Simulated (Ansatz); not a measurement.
Correlation energies of C₂H₇GeN (`C[N](C)[GeH]`) by basis set

```xyz
11

C     0.122    1.070   -0.886
N     0.162    0.205    0.270
C    -0.407   -1.095    0.004
Ge    0.876    0.810    1.835
H    -0.909    1.226   -1.228
H     0.683    0.637   -1.724
H     0.556    2.043   -0.649
H    -0.353   -1.720    0.894
H     0.128   -1.598   -0.813
H    -1.459   -1.008   -0.302
H     0.602   -0.570    2.599
```

The species carries charge 0 and has multiplicity 1. Correlated methods include outer-core shells of Ge, which these sets cover unevenly. Scalar relativity is left out up to krypton. The structure was optimised at the PBE0-D4/def2-TZVP level. Frozen core, restricted reference, Ansatz 0.2.0.

```json
{"basis": "def2-SVP", "HF (Eh)": "-2209.23894", "MP2 corr.": "-0.67924", "CCSD corr.": "-0.72037", "(T)": "-0.02326", "CCSD(T) total": "-2209.98257"}
{"basis": "def2-TZVPP", "HF (Eh)": "-2209.65227", "MP2 corr.": "-0.80777", "CCSD corr.": "-0.84128", "(T)": "-0.03484", "CCSD(T) total": "-2210.52839"}
{"basis": "def2-QZVPP", "HF (Eh)": "-2209.70097", "MP2 corr.": "-1.10878", "CCSD corr.": "–", "(T)": "–", "CCSD(T) total": "–"}
```
